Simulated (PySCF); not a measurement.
A structure optimised at PBE-D3(BJ)/def2-TZVP, used in a PySCF frequency run:

```
In
H 1 1.7162
H 1 1.7162 2 136.24
Cl 1 2.3648 2 111.88 3 180.00
```

Write its SMILES, formula and point group.

[Cl][InH2], ClH2In, C2v

What are its rotational constants (standard atomic weights)?

98.845, 3.2746, 3.1696 GHz
